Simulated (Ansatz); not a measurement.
Ansatz (a quantum-chemistry and plane-wave program) input (CCSD(T)/aug-cc-pV(D+d)Z):
A basis named .json is the Basis Set Exchange file of that set.

Ansatz 0.2 input:
```yaml
crystal:
  periodic: [false, false, false]
  atoms:
    - {symbol: Si, position_ang: [-0.50913027, -0.96566052, -0.92254312]}
    - {symbol: N, position_ang: [-0.12914695, 0.36811009, 0.33487157]}
    - {symbol: C, position_ang: [0.60145331, 1.48057050, -0.20970711]}
    - {symbol: H, position_ang: [0.07245705, 1.88703474, -1.07635629]}
    - {symbol: H, position_ang: [0.70408556, 2.28942392, 0.53302838]}
    - {symbol: H, position_ang: [1.63140683, 1.22474884, -0.54793683]}
    - {symbol: C, position_ang: [0.51137382, -0.12744558, 1.52317648]}
    - {symbol: H, position_ang: [0.61327149, 0.66829469, 2.28004340]}
    - {symbol: H, position_ang: [-0.08547122, -0.93215537, 1.96175280]}
    - {symbol: H, position_ang: [1.53271567, -0.53699477, 1.35061172]}
    - {symbol: H, position_ang: [-1.51358607, -0.11711471, -1.73631207]}
    - {symbol: H, position_ang: [-1.59998956, -1.65951023, -0.07414468]}
basis:
  gaussian:
    orbitals: aug-cc-pV_D+d_Z.json
total_charge: -1
magnetization: {spin_polarized: false}
correlation: {method: ccsd_t, electrons: outside_noble_gas}
output: {forces: true}
```

Output:

```
Functional definition: HF
integrals: 0.66 GiB planned
1722 factors; integrals over basis functions are off by at most 8.7e-4 eV
mean field: 0.88 GiB planned
mean field evaluation 1: about -11528.5860 eV, gradient 2.3e1 eV
mean field evaluation 2: about -11528.6119 eV, gradient 2.3e1 eV
mean field evaluation 4: about -11530.7587 eV, gradient 3.8e0 eV
mean field evaluation 8: about -11530.7990 eV, gradient 1.9e-1 eV
mean field evaluation 16: about -11530.5494 eV, gradient 6.5e0 eV
mean field evaluation 32: about -11523.4248 eV, gradient 1.2e0 eV
mean field -11530.79956556 eV, -423.7490681775 hartree, gradient 2.7e-6 eV, S^2 0.000000; 0 other end points of the search recorded, 0 dependent functions left out
8 core orbitals not correlated
reference -11530.79956556 eV, -423.7490681775 hartree; 13, 13 occupied and 152, 152 virtual orbitals, 1722 factors
densities: 3.83 GiB planned
second order -16.66694016 eV of doubles, -0.00000000 eV of singles
coupled cluster: 1.93 GiB planned
cycle   1  -17.60247844 eV  change   -9.4e-1 eV  update   1.1e-1
cycle   2  -18.12250706 eV  change   -5.2e-1 eV  update   3.4e-2
cycle   3  -18.25098896 eV  change   -1.3e-1 eV  update   2.1e-2
cycle   4  -18.25086158 eV  change    1.3e-4 eV  update   6.0e-3
cycle   5  -18.24701846 eV  change    3.8e-3 eV  update   3.8e-3
cycle   6  -18.24724565 eV  change   -2.3e-4 eV  update   1.7e-3
cycle   7  -18.24710054 eV  change    1.5e-4 eV  update   9.6e-4
cycle   8  -18.24691427 eV  change    1.9e-4 eV  update   4.4e-4
cycle   9  -18.24704657 eV  change   -1.3e-4 eV  update   2.0e-4
cycle  10  -18.24709837 eV  change   -5.2e-5 eV  update   8.5e-5
cycle  11  -18.24705029 eV  change    4.8e-5 eV  update   4.2e-5
cycle  12  -18.24706958 eV  change   -1.9e-5 eV  update   2.3e-5
cycle  13  -18.24707043 eV  change   -8.5e-7 eV  update   9.4e-6
cycle  14  -18.24707422 eV  change   -3.8e-6 eV  update   5.0e-6
cycle  15  -18.24707939 eV  change   -5.2e-6 eV  update   2.1e-6
perturbative correction -0.65489541 eV, -0.0240669624 hartree
the calculation of the forces begins
Total energy: -11549.70154035 eV, -424.4437029391 hartree
Atom 0 at    -0.509130    -0.965661    -0.922543 Å, force    -0.054189    -0.186991    -0.176334 eV/Å
Atom 1 at    -0.129147     0.368110     0.334872 Å, force    -0.655934    -0.004450    -0.038226 eV/Å
Atom 2 at     0.601453     1.480571    -0.209707 Å, force     0.205752     0.109198    -0.057607 eV/Å
Atom 3 at     0.072457     1.887035    -1.076356 Å, force    -0.228407     0.177793    -0.376592 eV/Å
Atom 4 at     0.704086     2.289424     0.533028 Å, force     0.024849     0.295960     0.289374 eV/Å
Atom 5 at     1.631407     1.224749    -0.547937 Å, force     0.369838    -0.125664    -0.101384 eV/Å
Atom 6 at     0.511374    -0.127446     1.523176 Å, force     0.196289    -0.059716     0.124423 eV/Å
Atom 7 at     0.613271     0.668295     2.280043 Å, force     0.025600     0.309352     0.274942 eV/Å
Atom 8 at    -0.085471    -0.932155     1.961753 Å, force    -0.257955    -0.349664     0.191824 eV/Å
Atom 9 at     1.532716    -0.536995     1.350612 Å, force     0.369615    -0.129648    -0.097091 eV/Å
Atom 10 at    -1.513586    -0.117115    -1.736312 Å, force     0.005140     0.033130    -0.071856 eV/Å
Atom 11 at    -1.599990    -1.659510    -0.074145 Å, force    -0.000598    -0.069300     0.038528 eV/Å
Dipole moment:     0.326393     0.788198     0.748369 e Å
```

It need not be the lowest isomer of its formula. Whether it binds its extra electron was not tested at this geometry.
